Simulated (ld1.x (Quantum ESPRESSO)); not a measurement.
# B TM: all-electron and pseudo phase curves

```json
{
  "Element": "B",
  "Generator": "ld1.x (Quantum ESPRESSO) 7.5",
  "Type": "norm-conserving Troullier–Martins (Kleinman–Bylander form)",
  "Functional": "PBEsol",
  "Relativity": "non-relativistic",
  "Frozen core": "[He]",
  "Valence charge": "3",
  "Reference configuration": "2s2 2p1",
  "Partial waves": "2p (bound): rc 2.70 bohr; 3d channel at -0.1 Ry: rc 2.35 bohr; 2s (bound): rc 1.50 bohr",
  "Local potential": "the s channel",
  "Core correction": "a·sin(br)/r model core inside 1.00 bohr"
}
```

The phase is arctan(r·u′/u) with u = r·R(r), unwrapped; energies in Ry, scanned from -3 to 5 Ry. A pole is an energy at which the radial function vanishes at the test radius. The pseudo phase is shifted by a multiple of π to meet the all-electron one at the reference energy, and phase errors are pseudo minus all-electron; the curves can meet again beyond the range given. Levels narrower than the energy grid can be missing from the lists of poles.

| channel | radius (bohr) | reference energy (Ry) | poles, all-electron | poles, pseudo | unbroken range about the reference energy with phases within 0.05 rad | phase error 1 Ry above the reference energy (rad) |
| --- | --- | --- | --- | --- | --- | --- |
| s | 2.96 | -0.69 | -0.34, 4.04 | -0.34, 3.89 | below 1.4 | -0.002 |
| p | 2.96 | -0.26 | 0.14, 3.77 | 0.14, 4.30 | below 1.1 | +0.014 |
| d | 2.96 | -0.10 | 2.41 | 2.42 | below 4.2 | +0.001 |

Phases in the p channel:

```
E (Ry)  all-electron  pseudo
 -3.00         1.367   1.367
 -2.76         1.357   1.357
 -2.52         1.345   1.345
 -2.28         1.332   1.332
 -2.04         1.315   1.315
 -1.80         1.294   1.294
 -1.56         1.267   1.267
 -1.32         1.229   1.229
 -1.08         1.170   1.171
 -0.84         1.064   1.065
 -0.60         0.803   0.805
 -0.36        -0.217  -0.216
 -0.12        -1.274  -1.274
  0.12        -1.557  -1.554
  0.36        -1.687  -1.682
  0.60        -1.784  -1.774
  0.84        -1.884  -1.865
  1.08        -2.020  -1.980
  1.32        -2.257  -2.162
  1.56        -2.764  -2.510
  1.80        -3.580  -3.177
  2.04        -4.106  -3.850
  2.28        -4.346  -4.200
  2.52        -4.472  -4.376
  2.76        -4.550  -4.478
  3.00        -4.604  -4.544
  3.24        -4.645  -4.592
  3.48        -4.678  -4.628
  3.72        -4.707  -4.657
  3.96        -4.732  -4.682
  4.20        -4.757  -4.704
  4.44        -4.782  -4.723
  4.68        -4.808  -4.742
  4.92        -4.837  -4.760
```
